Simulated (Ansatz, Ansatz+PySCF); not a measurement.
```xyz
5

C     0.0000   -0.4388   -0.1021
O     0.0000   -0.3914    1.1886
O     0.0000    0.7063   -0.9726
H     0.0000   -1.4441   -0.7560
H     0.0000    1.5580   -0.3598
```

Basis set: def2-SVP (spherical functions). Correlated methods keep 3 orbitals frozen. Charge 0, multiplicity 1.

Computed with Ansatz (development build ahead of 0.2.0); each method stands on the lowest determinant of its kind that the runs found. Restricted open shells among the atoms or ions are ROHF, correlated in semicanonical orbitals with singles.

Task: Give the atomization energy at this shape (free ground-state atoms in the same class of orbitals less the molecule, no zero-point energy) of singlet CH2O2 by RHF-CCSD(T), RHF-MP2, RHF, UHF.

Result:

```tsv
method	atomization energy
RHF-CCSD(T)	19.79 eV
RHF-MP2	20.46 eV
RHF	13.60 eV
UHF	13.22 eV
```

Caution: the shape is not the minimum.
